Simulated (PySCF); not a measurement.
J couplings in C4H10Ge

Geometry:
```tsv
atom	x (Å)	y (Å)	z (Å)
Ge1	1.994	0.043	0.224
C2	0.247	-0.478	-0.492
C3	-0.578	-1.405	0.436
C4	-1.376	-0.174	0.905
C5	-0.859	0.595	-0.326
H6	2.950	-1.167	0.250
H7	1.835	0.574	1.665
H8	2.617	1.157	-0.642
H9	0.407	-0.847	-1.518
H10	-1.201	-2.102	-0.146
H11	-0.044	-1.990	1.203
H12	-0.973	0.241	1.841
H13	-2.465	-0.283	1.017
H14	-0.555	1.644	-0.183
H15	-1.576	0.562	-1.162
```

Method: B3LYP/pcJ-1 (pcSseg-1 on Ge) (without the spin–dipole term)//PBE0-D3(BJ)/def2-SVP, PySCF; isolated molecule, single conformer, non-relativistic. Couplings are averaged over pairs made equivalent by symmetry, fast rotation or ring inversion, so a value needn't be that of the named pair in this geometry, while other rotamers aren't included; one pair stands for each set, and the list holds a selection of those of at least 0.8 Hz over up to four bonds.

Isotopes: ¹³C, ¹H.

```csv
pair,bonds,J (Hz)
"C2, C3",1,27.9
"C2, H9",1,143.8
"C3, C4",1,29.9
"C3, H10",1,?
"C3, H11",1,144.0
"C4, H12",1,138.0
"C4, H13",1,144.0
"C2, C4",2,?
"C2, H6",2,6.3
"C2, H11",2,-1.8
"C3, C5",2,-8.1
"C3, H9",2,-3.3
"C3, H13",2,?
"H10, H11",2,?
"H12, H13",2,-12.5
"C2, H12",3,1.1
"C2, H13",3,?
"C3, H6",3,2.9
"C3, H14",3,11.6
"C3, H15",3,?
"C4, H9",3,9.7
"H9, H10",3,?
"H10, H13",3,?
"H11, H12",3,10.3
"H11, H13",3,2.0
"H9, H13",4,3.8
```

Task: Estimate the withheld couplings, with signs.

Result: 
- ¹J(C3,H10) = 138.6 Hz (bond length 1.102 Å, sp3 carbon)
- ²J(C2,C4) = -7.8 Hz (angle at C3 89°)
- ²J(C3,H13) = -2.7 Hz (angle at C4 118°)
- ²J(H10,H11) = -12.5 Hz (angle at C3 108°)
- ³J(C2,H13) = 13.1 Hz
- ³J(C3,H15) = 1.0 Hz
- ³J(H9,H10) = 11.6 Hz (dihedral angle 22°)
- ³J(H10,H13) = 9.9 Hz (dihedral angle 25°)

Relativistic effects of the heavier atoms present are left out.
